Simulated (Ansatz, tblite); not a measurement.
Forces on Cd7S6Cl2, a halide-capped nanocrystal cut from wurtzite CdS (2 Cl on the cations) at its r2SCAN-D4/def2-SVP geometry. The state is a singlet with charge 0.

In the def2 sets Cd takes a core potential; there is no spin–orbit coupling. The xTB rows come from tblite. Single mean-field runs in def2-TZVP are fitted with def2-universal-jkfit.

GFN2-xTB (tblite), largest force 0.77 eV/Å:

```xyz
15
positions Å, forces eV/Å
S    -1.679   -4.316    1.940   -0.123   -0.384    0.154
Cd    0.299   -3.801    0.714    0.133   -0.089   -0.038
S     0.066   -1.257    0.013   -0.369    0.007   -0.135
Cd    2.438   -1.387   -0.817    0.256   -0.301   -0.046
S     3.988    0.236   -1.565    0.285   -0.018   -0.065
Cd   -2.023   -1.974    1.925   -0.185   -0.099   -0.190
S    -2.376    0.372    2.537    0.176    0.213    0.719
Cd   -0.080    0.814    1.369   -0.003    0.176    0.261
S     0.838    2.931    0.597   -0.062    0.211    0.172
Cd    2.340    1.916   -1.163   -0.066    0.154   -0.297
Cd   -3.109    1.482    0.530   -0.134   -0.201   -0.102
S    -3.265    2.760   -1.403   -0.273    0.322   -0.434
Cd   -0.872    3.082   -1.299    0.263   -0.021   -0.095
Cl    2.499   -3.957   -0.351    0.091    0.131   -0.083
Cl    0.935    3.097   -3.028    0.011   -0.100    0.179
```

PBE-D4/def2-TZVP (Ansatz), largest force 0.11 eV/Å:

```
S -0.004 -0.031 0.000
Cd -0.009 0.024 0.037
S 0.003 -0.016 -0.093
Cd -0.039 0.094 0.043
S 0.029 0.009 -0.019
Cd -0.034 0.037 0.023
S -0.008 0.007 0.032
Cd 0.036 -0.008 -0.045
S 0.028 0.023 0.012
Cd 0.012 -0.045 0.087
Cd 0.006 -0.044 0.017
S -0.008 0.039 -0.034
Cd -0.029 -0.048 0.049
Cl 0.035 -0.093 -0.011
Cl -0.016 0.053 -0.098
```

PBE0-D4/def2-TZVP (Ansatz), largest force 0.27 eV/Å:

```
S 0.130 0.209 -0.094
Cd -0.045 0.040 0.032
S 0.103 0.017 0.000
Cd -0.015 0.071 0.028
S -0.247 0.013 0.095
Cd -0.008 -0.010 0.043
S 0.112 -0.033 -0.243
Cd -0.002 0.005 -0.062
S -0.068 -0.220 -0.132
Cd 0.011 -0.013 0.043
Cd -0.023 -0.007 0.002
S 0.201 -0.062 0.163
Cd 0.003 -0.028 0.007
Cl -0.101 0.035 0.039
Cl -0.051 -0.018 0.080
```
